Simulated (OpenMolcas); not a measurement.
## Dy2+ in a point-charge field

Dy2+ among 2 point charges of -0.5 e arranged as a linear pair (D∞h), 2.51 Å from the ion.

| Quantity | Value |
| --- | --- |
| Program | OpenMolcas |
| Method | CASSCF |
| Basis | ANO-RCC-VTZP [8s7p5d3f2g1h] |
| Scalar Hamiltonian | DKH2, point nucleus |
| Active space | 10 electrons in 7 orbitals (4f) |
| State averaging | 2S+1 = 5 even, 35 roots (32 in the spin-orbit step); 2S+1 = 3 even, 106 roots kept (CI in the orbitals of an earlier block); 2S+1 = 1 even, 43 roots kept (CI in the orbitals of an earlier block, 31 in the spin-orbit step) |
| Spin-orbit coupling | RASSI with atomic mean-field integrals over the reference wave functions |

The lowest spin-free states (labels by Λ), above the lowest:

```
State  Degeneracy  E (cm-1)  Free-ion L (%)
   5I           2       0.0         I (100)
   5H           2     168.7         I (100)
   5Γ           2     244.0         I (100)
   5Φ           2     292.6         I (100)
   5Δ           2     333.5         I (100)
   5Π           2     364.0         I (100)
   5Σ           1     375.5         I (100)
   5Σ           1     16305         F (100)
   5Π           2     16388         F (100)
   5Σ           1     16574         S (100)
   5Δ           2     16577         F (100)
   5Φ           2     16863         F (100)
   3Σ           1     19578         K (100)
   3Π           2     19580         K (100)
   3Δ           2     19585         K (100)
   3Φ           2     19593         K (100)
   3Γ           2     19607         K (100)
   3H           2     19626         K (100)
   3I           2     19647         K (100)
   3K           2     19661         K (100)
```

The lowest levels with spin-orbit coupling:

```json
{"E (cm-1)": "0.0", "Degeneracy": "2", "2S+1": "5", "J": "8.00", "|mJ| (%)": "8 (100)", "g": "0.00 0.00 19.91"}
{"E (cm-1)": "116.9", "Degeneracy": "2", "2S+1": "5", "J": "8.00", "|mJ| (%)": "7 (100)", "g": "0.00 0.00 17.39"}
{"E (cm-1)": "186.9", "Degeneracy": "2", "2S+1": "5", "J": "8.00", "|mJ| (%)": "6 (100)", "g": "0.00 0.00 14.90"}
{"E (cm-1)": "233.3", "Degeneracy": "2", "2S+1": "5", "J": "8.00", "|mJ| (%)": "5 (100)", "g": "0.00 0.00 12.41"}
{"E (cm-1)": "268.4", "Degeneracy": "2", "2S+1": "5", "J": "8.00", "|mJ| (%)": "4 (100)", "g": "0.00 0.00 9.93"}
{"E (cm-1)": "297.1", "Degeneracy": "2", "2S+1": "5", "J": "8.00", "|mJ| (%)": "3 (100)", "g": "0.00 0.00 7.44"}
{"E (cm-1)": "319.7", "Degeneracy": "2", "2S+1": "5", "J": "8.00", "|mJ| (%)": "2 (100)", "g": "0.00 0.00 4.96"}
{"E (cm-1)": "334.4", "Degeneracy": "2", "2S+1": "5", "J": "8.00", "|mJ| (%)": "1 (100)", "g": "0.00 0.00 2.48"}
{"E (cm-1)": "339.6", "Degeneracy": "1", "2S+1": "5", "J": "8.00", "|mJ| (%)": "0 (100)", "g": ""}
{"E (cm-1)": "4301", "Degeneracy": "2", "2S+1": "5", "J": "7.00", "|mJ| (%)": "7 (100)", "g": "0.00 0.00 16.49"}
{"E (cm-1)": "4393", "Degeneracy": "2", "2S+1": "5", "J": "7.00", "|mJ| (%)": "6 (100)", "g": "0.00 0.00 14.07"}
{"E (cm-1)": "4463", "Degeneracy": "2", "2S+1": "5", "J": "7.00", "|mJ| (%)": "5 (100)", "g": "0.00 0.00 11.71"}
{"E (cm-1)": "4512", "Degeneracy": "2", "2S+1": "5", "J": "7.00", "|mJ| (%)": "4 (100)", "g": "0.00 0.00 9.36"}
{"E (cm-1)": "4548", "Degeneracy": "2", "2S+1": "5", "J": "7.00", "|mJ| (%)": "3 (100)", "g": "0.00 0.00 7.02"}
{"E (cm-1)": "4572", "Degeneracy": "2", "2S+1": "5", "J": "7.00", "|mJ| (%)": "2 (100)", "g": "0.00 0.00 4.67"}
{"E (cm-1)": "4587", "Degeneracy": "2", "2S+1": "5", "J": "7.00", "|mJ| (%)": "1 (100)", "g": "0.00 0.00 2.34"}
{"E (cm-1)": "4591", "Degeneracy": "1", "2S+1": "5", "J": "7.00", "|mJ| (%)": "0 (100)", "g": ""}
{"E (cm-1)": "7472", "Degeneracy": "2", "2S+1": "5", "J": "6.00", "|mJ| (%)": "6 (100)", "g": "0.00 0.00 12.94"}
{"E (cm-1)": "7560", "Degeneracy": "2", "2S+1": "5", "J": "6.00", "|mJ| (%)": "5 (100)", "g": "0.00 0.00 10.68"}
{"E (cm-1)": "7634", "Degeneracy": "2", "2S+1": "5", "J": "6.00", "|mJ| (%)": "4 (100)", "g": "0.00 0.00 8.52"}
```

Powder χT (cm3 K/mol): 12.4 at 2 K, 12.6 at 10 K, 13.2 at 50 K, 13.6 at 100 K, 13.9 at 200 K, 13.9 at 300 K. The effective moment at 300 K is 2.828 √(χT) = 10.55 μB.

Hund's rules give f10 the level 5I8 with g = 1.250, so an isolated free-ion multiplet has χT = g² J(J+1) / 8 = 14.062 cm3 K/mol. The computed 13.927 at 300 K differs by -1 %, through the field's splitting, the mixing of terms and any other multiplet in reach.

Stevens parameters of the J = 8 multiplet, which is 340 cm-1 wide (cm-1, z along the main axis): B20 = -1.666e+00, B40 = -9.437e-04, B60 = -4.316e-06.

High states are left out of the spin-orbit mixing, which shifts the levels that they would mix with. This is an electrostatic model: the charges have no orbitals. The first state left out of the spin-orbit step lies near 43000 cm-1 above the lowest spin-free state of the reference (among the parities and spins computed), and the lists stop at four fifths of that energy or lower. No measured value stands beside these numbers.

With an even number of electrons the g values are those of a degenerate or nearly degenerate non-Kramers pair.
